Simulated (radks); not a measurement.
Values are calculated unless marked as measured or tabulated.
The terbium ion Tb5+, configuration [Kr] 4d10 4f8 5s2 5p3 5f1 (not the ground configuration). Level of theory: Dirac Kohn-Sham, PBE, spin-unpolarised, spherical densities, finite nucleus; open shells are shared between the two j in proportion to 2j + 1; Fermi nuclear charge, rms radius 5.06 fm (a radial shooting solver on a logarithmic mesh with Libxc functionals). Some entries of the table are withheld. Estimate them.

orbital,occ.,eigenvalue (hartree),<r> (bohr),r(max) (bohr)
1s1/2,2,-1906.151,0.02151,0.01364
2s1/2,2,-318.0442,0.09096,0.07767
2p1/2,2,-302.3964,0.07589,(1)
2p3/2,4,-274.9577,0.08284,(2)
3s1/2,2,-72.59169,0.2389,0.2200
3p1/2,2,-65.78195,0.2286,0.2073
3p3/2,4,-60.11676,0.2418,0.2197
3d3/2,4,-48.37879,0.2140,0.1743
3d5/2,6,-47.14259,0.2182,0.1778
4s1/2,2,-16.48232,(3),0.5050
4p1/2,2,-13.81180,(4),0.5088
4p3/2,4,-12.54865,(5),0.5353
4d3/2,4,-8.14583,0.6151,0.5417
4d5/2,6,-7.91669,0.6256,0.5503
5s1/2,2,-4.12226,1.254,1.153
5p1/2,1,-3.33042,1.363,1.237
5p3/2,2,-3.12244,1.433,1.303
4f5/2,3.42857,-2.67823,0.7809,0.5465
4f7/2,4.57143,-2.64544,0.7891,0.5513
5f5/2,0.428571,-1.01122,2.914,2.625
5f7/2,0.571429,-1.00829,2.926,2.639

Answer. 
(1) 2p1/2 r(max) (bohr): 0.05859
(2) 2p3/2 r(max) (bohr): 0.06451
(3) 4s1/2 <r> (bohr): 0.5411
(4) 4p1/2 <r> (bohr): 0.5522
(5) 4p3/2 <r> (bohr): 0.5820
